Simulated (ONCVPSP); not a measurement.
**technetium (Tc): one change to an ONCV potential, before and after**

- Element: Tc
- Generator: ONCVPSP 4.0.1
- Type: optimised norm-conserving Vanderbilt (ONCV)
- Functional: PBE
- Relativity: scalar-relativistic
- Frozen core: [Ar] 3d10
- Valence charge: 15
- Reference configuration: 4s2 4p6 4d5 5s2
- Partial waves: 4s+5s: rc 1.50 bohr, ncon 4, nbas 7, qcut 8.4 1/bohr, 2 projectors; 4p: rc 1.90 bohr, ncon 4, nbas 8, qcut 5.6 1/bohr, 2 projectors, debl 3 Ha; 4d: rc 1.80 bohr, ncon 3, nbas 8, qcut 8.9 1/bohr, 3 projectors, debl 3.6 Ha
- Local potential: polynomial inside 0.95 bohr (lpopt 2, dvloc0 -1 Ha)
- Core correction: Teter function, fcfact 5.5, rcfact 1.6

All-electron outer shells of the reference configuration (PBE, scalar-relativistic, ld1.x):

| shell | level (eV) | outermost node (bohr) | outermost maximum (bohr) |
| --- | --- | --- | --- |
| 3d | -249.88 | – | 0.31 |
| 4s | -73.38 | 0.50 | 0.95 |
| 4p | -45.34 | 0.51 | 1.03 |
| 4d | -6.66 | 0.50 | 1.27 |
| 5s | -5.04 | 1.28 | 2.72 |

Change: p: qcut 3.5.

Cutoffs: the cutoffs (Ha) at which the residual kinetic energy of the hardest occupied pseudo-wave falls to 1 and 0.1 mHa per electron; they do not see the model core or the augmentation charge, which bear on the density cutoff. Errors are all-electron minus pseudo energies relative to the spin-unpolarised reference configuration.

**Question.** Predict the effect on cutoff, ghosts and configuration errors.

**Answer.** The potential gets harder (25 Ha and 29 Ha → 54 Ha and 63 Ha); of the 4 tests that both files solve, the error grows in 3 and shrinks in 0 by more than 15 % and 0.3 meV (median size 4.1 → 6.6 meV); neither file shows a bound ghost.

| quantity | base | changed |
| --- | --- | --- |
| cutoff, loose | 25 Ha | 54 Ha |
| cutoff, tight | 29 Ha | 63 Ha |
| loose cutoff by channel | s 25 Ha, p 13 Ha, d 22 Ha | s 25 Ha, p 54 Ha, d 22 Ha |
| bound ghosts | none | none |
| GHOST(+) flags under 300 eV | s at 281.5 eV | s at 281.5 eV |
| error for 4s2 4p6 4d5 5s1, meV [ΔE 8.15 eV] | -1.6 | -1.9 |
| error for 4s2 4p6 4d5 5s0, meV [ΔE 23.01 eV] | -5.8 | -7.3 |
| error for 4s2 4p6 4d4 5s0, meV [ΔE 51.71 eV] | -4.4 | -12 |
| error for 4s2 4p6 4d6 5s1, meV [ΔE -0.94 eV] | -3.7 | -6.0 |
| s: phases at 1.53 bohr within 0.05 rad from the reference energy up to (Ha; the scan ends near 5) | to the end of the scan | to the end of the scan |
| p: phases at 1.93 bohr within 0.05 rad from the reference energy up to (Ha; the scan ends near 5) | to the end of the scan | to the end of the scan |
| d: phases at 1.83 bohr within 0.05 rad from the reference energy up to (Ha; the scan ends near 5) | to the end of the scan | to the end of the scan |
| rms error of d²Exc/dni dnj with the model core, mHa | 3.24 | 3.21 |
